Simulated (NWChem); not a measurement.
SiAsH5O; SMILES [AsH2][SiH2]O

```xyz
8

Si    -0.5650     1.1613    -0.0046
O      0.7047     2.2402     0.0601
As     0.0466    -1.1307     0.0113
H     -1.3839     1.4342     1.2076
H     -1.4020     1.3601    -1.2312
H      1.3680     2.1671    -0.6323
H      1.1521    -0.8868     1.0333
H      0.9999    -0.9397    -1.1664
```
Atoms are numbered in this order, from 1.

Computed with NWChem. Medium grid unless said otherwise, to which SCAN and Minnesota functionals are sensitive. Structure relaxed at the PBE0/def2-SVP level. Hybrids' shares of exact exchange are those that their runs print; pure functionals count as 0. The functionals differ in more than this share.

| row | share of exact exchange | highest occupied level (eV) |
|---|---|---|
| PBE/def2-SVP | 0.00 | -6.13 |
| OLYP/def2-SVP | 0.00 | -5.97 |
| B3LYP/def2-SVP | 0.20 | -7.06 |
| B3PW91/def2-SVP | 0.20 | -7.14 |
| B97-2/def2-SVP | 0.21 | -7.08 |
| r2SCAN0/def2-SVP | 0.25 | -7.52 |
| BHandHLYP/def2-SVP | 0.50 | withheld |

Task: Fit a straight line of the last column on the one before it, predict the withheld value, and compare with the run.

Result: 
1. Means of the 6 shown rows: x = 0.143, y = -6.817. Slope Σ(x − x̄)(y − ȳ)/Σ(x − x̄)² = -0.3445/0.06333 = -5.439; intercept -6.037.
2. The shown rows scatter about the line by 0.084 (root mean square); the largest residual is -0.12, at r2SCAN0/def2-SVP.
3. At x = 0.50 (BHandHLYP/def2-SVP; beyond the shown range) the line gives -8.76.
4. The run gives -8.30, +0.46 from the line, 5.5 times the scatter.
